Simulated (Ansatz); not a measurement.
Basis-set extrapolation for CH5FOSSi2 (`F[SiH]([SiH3])OC=S`) (PBE0-D4/def2-TZVP geometry, frozen core, Ansatz). Multiplicity 1, RHF reference.

|  | def2-TZVPP | def2-QZVPP |
| --- | --- | --- |
| HF | -1190.687649 | -1190.727470 |
| MP2 correlation | -1.050029 | -1.137235 |
| CCSD(T) correlation | -1.145859 | not run |

Energies in hartree. Use E(X) = E(∞) + A·exp(−7.88·√X) for Hartree–Fock and E(X) = E(∞) + B·X^(−2.97) for correlation, with X = 3 and 4, and add CCSD(T) minus MP2 of the smaller set to the MP2 limit.

Problem. What is the CCSD(T) energy at the basis-set limit?

Solution. HF limit: -1190.727470 + (-0.039821) × 0.13774 = -1190.73295. MP2 limit: -1.137235 + (-0.087206) × 0.74074 = -1.20183. Higher-order term: -1.145859 − (-1.050029) = -0.09583. Total: -1192.03061 hartree, 5.36 eV below CCSD(T)/def2-TZVPP.
